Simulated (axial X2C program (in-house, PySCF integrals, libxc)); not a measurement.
## Photoelectron levels of SbC⁻ by EOM-IP-CCSD

Calculated with an in-house all-electron X2C program for linear molecules (integrals from PySCF): two-component X2C with atomic mean-field Coulomb and Gaunt terms, Gaussian nuclei, basis Sb dyall-acv3z, C dyall-av3z with contracted cores.

R = 1.921 Å (near the PBE0 minimum at charge -1 of the determinant lowest at the starting distance; the state shown can have its own minimum elsewhere).

Hartree–Fock spinors of SbC⁻ (one of each Kramers pair; a window near the gap, which can cut inner shells):

| ω | occupied | ε (eV) | character |
| --- | --- | --- | --- |
| 1/2 | yes | -17.05 | 48% C s, 25% Sb s, 9% Sb p |
| 1/2 | yes | -9.33 | 35% Sb s, 21% C p, 19% C s |
| 1/2 | yes | -4.05 | 51% C p, 28% Sb p, 9% Sb s |
| 1/2 | yes | -2.78 | 58% Sb p, 34% C p, 6% C d |
| 3/2 | yes | -2.75 | 46% C p, 46% Sb p, 4% C d |
| 1/2 | no | 3.83 | 72% Sb p, 15% C p, 8% Sb s |
| 3/2 | no | 4.07 | 90% Sb p, 6% Sb d, 3% C p |
| 1/2 | no | 4.11 | 92% Sb p, 5% Sb d, 3% C p |
| 1/2 | no | 4.12 | 61% Sb s, 20% Sb p, 18% C p |
| 1/2 | no | 5.07 | 84% C p, 7% Sb d, 6% Sb p |
| 3/2 | no | 5.10 | 84% C p, 7% Sb p, 6% Sb d |

Vertical detachment energies of SbC⁻ to the states of SbC:

```json
{"Ω of SbC": "1/2", "vertical detachment energy (eV)": "2.730", "above lowest (cm⁻¹)": "0", "ionised spinor": "56% C pσ, 19% Sb pσ, 10% C sσ", "one-hole weight": "0.90"}
{"Ω of SbC": "3/2", "vertical detachment energy (eV)": "3.233", "above lowest (cm⁻¹)": "4063", "ionised spinor": "46% C pπ, 46% Sb pπ", "one-hole weight": "0.95"}
{"Ω of SbC": "1/2", "vertical detachment energy (eV)": "3.440", "above lowest (cm⁻¹)": "5733", "ionised spinor": "57% Sb pπ, 31% C pπ, 6% C dπ", "one-hole weight": "0.95"}
{"Ω of SbC": "1/2", "vertical detachment energy (eV)": "7.370", "above lowest (cm⁻¹)": "37431", "ionised spinor": "34% Sb sσ, 31% Sb pσ, 19% C sσ", "one-hole weight": "0.66"}
```

This point took 28 s on 1 thread of Intel(R) Xeon(R) Processor @ 2.30GHz, with other jobs on the host.

Reference electrons by ω block (each with its −ω partner): 1/2: 19, 3/2: 8, 5/2: 2. 20 electrons of SbC⁻ correlated (inner shells frozen), 94 natural virtual spinors (a truncated set); levels can be off by some tenths of an eV. Roots sought by Ω: (1/2: 4, 3/2: 3, 5/2: 1); rows need 60 % one-particle weight and stop where some Ω has no more roots. Missing are any skipped roots, higher Ω and states of a further excitation; these come out far too high here and may in truth be low or lowest. T1 of the reference 0.029 (Lee–Taylor). Number of frozen shells: Sb 4 s, 3 p, 1 d; C 1 s. Large amplitudes in the reference (orbital relaxation or multireference character) lower the reliability.
